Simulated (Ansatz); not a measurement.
A search over several starts for the lowest SCF solution of the cluster Tl2H2⁻ at the given spin, in a small basis.

```yaml
crystal:
  periodic: [false, false, false]
  atoms:
    - {symbol: Tl, position_ang: [0.968740, 0.922527, -0.859952]}
    - {symbol: Tl, position_ang: [-0.969092, -0.922185, 0.859923]}
    - {symbol: H, position_ang: [-0.449875, -0.557818, -1.105194]}
    - {symbol: H, position_ang: [0.450228, 0.557476, 1.105222]}
basis:
  gaussian: {orbitals: def2-SVP, initial_orbitals: start.molden}
total_charge: -1
magnetization: {spin_polarized: true, initial_magnetization: 3}
hamiltonian: {xc: pbe0, dispersion: d4}
output: {orbitals: {seedname: orbitals}}
```

The file start.molden holds the orbitals of an earlier run on this structure, at another level or in another basis.

```sh
$ ansatz run in.yaml --threads 4 --pin off --events-out ev --progress --plain --max-ram 3916MiB
```

Output, abridged:

```
Functional definition: PBE0
808 factors; integrals over basis functions are off by at most 4.6e-4 eV
mean field evaluation 1: about -9418.4623 eV, gradient 3.9e1 eV
mean field evaluation 2: about -9419.0683 eV, gradient 6.4e-1 eV
mean field evaluation 4: about -9419.0948 eV, gradient 1.1e-2 eV
mean field evaluation 8: about -9419.0948 eV, gradient 4.1e-5 eV
mean field evaluation 16: about -9418.9818 eV, gradient 3.1e-1 eV
mean field evaluation 32: about -9418.9941 eV, gradient 1.8e-1 eV
mean field -9419.09482834 eV, -346.1453504498 hartree, gradient 8.9e-6 eV, S^2 3.758584; 7 other end points of the search recorded, 0 dependent functions left out
reference -9419.09485409 eV, -346.1453513962 hartree; 24, 21 occupied and 38, 41 virtual orbitals, 808 factors
Total energy: -9419.17644240 eV, -346.1483497110 hartree
```

Hardware: 4 threads of AMD EPYC 9R45 on a shared host. Wall time 1.7 s.

Other converged states that the search met: 0.11 eV higher (⟨S²⟩ = 3.76).

In the def2 sets Tl takes a core potential; there is no spin–orbit coupling. The highest occupied level of the charge -1 quartet lies above zero (up to 1.56 eV). The electron is either unbound and held by the finite basis, or the level is raised by self-interaction error. At PBE0-D4/def2-TZVPD a doublet of charge -1 lies 2.50 eV below the quartet, each at its own geometry. The structure comes from a short search, and lower isomers may exist.
